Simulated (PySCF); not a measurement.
Compound: C₅H₇FS.
Geometry (GFN2-xTB, Å), atoms numbered from 1 in this order:
```
atom  x, y, z in Å
C1    -1.0660   -0.7621    0.7161
C2    -0.3768   -0.0212   -0.4257
C3    -0.2302    1.4700   -0.1389
F4    -1.1738   -0.1555   -1.5567
C5     0.9644   -0.6511   -0.7595
C6     1.9681   -0.7135    0.0563
S7     3.1600   -0.7742    1.0577
H8    -1.1733   -1.8151    0.4674
H9    -0.4749   -0.6702    1.6225
H10   -2.0543   -0.3401    0.8835
H11    0.2438    1.9668   -0.9821
H12   -1.2116    1.9108    0.0201
H13    0.3799    1.6158    0.7475
H14    1.0442   -1.0608   -1.7551
```

Vertical excitations from PySCF (density fitting, frozen core in the response, grid level 2 and gas phase unless stated; continuum runs use non-equilibrium linear response for the excitations) on a GFN2-xTB geometry. Reference run:

| settings | S1, eV (f) | S2, eV (f) | S3, eV (f) | S4, eV (f) | S5, eV (f) | S6, eV (f) | T1, eV (Tamm–Dancoff) | mean α (au) |
| --- | --- | --- | --- | --- | --- | --- | --- | --- |
| PBE0/def2-SVPD, full TDDFT, 6 singlets | 2.37 (0.000) | 5.36 (0.001) | 5.70 (0.000) | 5.89 (0.004) | 6.40 (0.000) | 6.54 (0.629) | 2.00 | 84.2 |

Q: What do these settings give: (1) wB97X-D/IGLO-II, IEF-PCM dimethylsulfoxide, level shift 0.1 Eh, TDA, 12 singlets; (2) OPBE/cc-pVDZ, full TDDFT, 25 singlets?

A: 
| settings | S1, eV (f) | S2, eV (f) | S3, eV (f) | S4, eV (f) | S5, eV (f) | S6, eV (f) | T1, eV (Tamm–Dancoff) | mean α (au) |
| --- | --- | --- | --- | --- | --- | --- | --- | --- |
| wB97X-D/IGLO-II, IEF-PCM dimethylsulfoxide, level shift 0.1 Eh, TDA, 12 singlets | 2.40 (0.000) | 5.65 (0.000) | 5.91 (0.000) | 7.20 (0.000) | 7.39 (1.278) | 7.46 (0.001) | 2.06 | 100.2 |
| OPBE/cc-pVDZ, full TDDFT, 25 singlets | 2.42 (0.000) | 4.72 (0.000) | 4.93 (0.030) | 5.73 (0.000) | 5.83 (0.051) | 6.05 (0.002) | 2.07 | 71.9 |

(1) S1 moves by +0.03 eV; functional, basis, environment and response scheme change together, so the shift can't be laid on one. (2) S1 moves by +0.05 eV; functional and basis change together, so the shift can't be laid on one. States are counted by energy in each run and needn't keep their character from row to row.

Q: Give the leading configurations of S1 (H = HOMO, L = LUMO) and the HOMO–LUMO gap of each run.

A: 
| settings | S1 configurations (weight) | S1 (eV) | orbital gap (eV) | S1 − gap (eV) |
| --- | --- | --- | --- | --- |
| PBE0/def2-SVPD, full TDDFT, 6 singlets | H→L 1.00 | 2.37 | 4.16 | -1.79 |
| wB97X-D/IGLO-II, IEF-PCM dimethylsulfoxide, level shift 0.1 Eh, TDA, 12 singlets | H→L 0.99 | 2.40 | 7.78 | -5.38 |
| OPBE/cc-pVDZ, full TDDFT, 25 singlets | H→L 1.00 | 2.42 | 2.29 | +0.13 |

One conformer (not necessarily the lowest) at the GFN2-xTB geometry, without vibrations or thermal averaging.

The pairwise dispersion term of wB97X-D wasn't added to the energies; at a given geometry it leaves orbitals and properties as they are.
